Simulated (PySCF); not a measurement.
# Structure from NMR data

The spectra below were simulated for a compound C₃H₁₂O₂Si₃.

¹H NMR (500 MHz, computed): δ 6.20 (br s, 1H), 5.96 (br s, 1H), 4.55 (s, 2H), 4.36 (s, 2H), 4.30 (s, 3H), 1.86 (s, 3H).

¹³C{¹H} NMR (computed): δ 151.2 (C), 139.1 (CH2), 20.1 (CH3).

Theoretical values (PySCF 2.14): coordinates at the PBE0-D3(BJ)/def2-SVP level, σ from GIAO-HF/pcSseg-1. Equivalent nuclei averaged, one conformer, relativity neglected, isolated molecule.

Chemical shifts δ = σref − σ; ¹H (31.69 ppm), ¹³C (190.85 ppm) vs TMS, all at this level.

Propose a structure and justify it.

Answers


The formula gives 1 degree of unsaturation (no ring in the answer). 3 carbon signals for 3 carbons: no two carbons are equivalent. Carbon types of the structure: 1 × C, 1 × CH2, 1 × CH3, leaving 7 H on heteroatoms. δC 151.2: fully substituted alkene carbon; as expected for a trigonal carbon in a double bond. δC 139.1: terminal =CH2 carbon; as expected for a trigonal carbon in a double bond. δC 20.1: allylic methyl carbon; a saturated carbon with 1 carbon neighbour and no heteroatom attached. δH 6.20, 5.96: hydrogen on a terminal =CH2 carbon; olefinic region. δH 4.55: hydrogen on a silicon bonded to C, O. δH 4.36: hydrogen on a silicon bonded to 2 O. δH 1.86: hydrogen on an allylic methyl carbon; allylic position.

Structure: `InChI=1S/C3H12O2Si3/c1-3(2)7-5-8-4-6/h1,7-8H2,2,6H3`.

This is the structure that produced the data.

Shifts are as computed. Against solution values, carbons near 30 ppm lie about -0 ppm off and those near 130 ppm about +7 ppm. Of 1309 compounds with measured shifts, 239 miss one by over three times the rms of a fit or turn the order of signals round; such compounds aren't used in these exercises. Multiplicities follow the n + 1 count of equivalent neighbours, as no J values were calculated; m marks all less simple cases, F and P coupling included.
